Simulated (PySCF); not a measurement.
Calculation: PBE-D3(BJ)/def2-TZVP // B3LYP-D3(BJ)/def2-TZVP (PySCF 2.14.0). Gas-phase values, no solvent. Excitations are Tamm–Dancoff values on a coarser integration grid. The basis has no diffuse functions, so Rydberg states are missing or too high.

Reference species (SMILES): `[NH2][Al]([NH2])[NH2]` (neutral, multiplicity 1).

```yaml
S1 oscillator strength: 0.002
HOMO–LUMO gap: 4.76 eV
S1 excitation (TDA): 4.85 eV
```

Changed species: `[Br][Al]([Br])[Br]` (0 of 3 Br replaced by NH2; the reference has 3 of 3 Br replaced by NH2).

### Question
Give the shifts of the S1 oscillator strength, HOMO–LUMO gap and S1 excitation (TDA).

### Answer
the S1 oscillator strength stays essentially unchanged; the HOMO–LUMO gap increases by 0.16 eV, to 4.92 eV; the S1 excitation (TDA) goes up by 0.19 eV, to 5.04 eV.
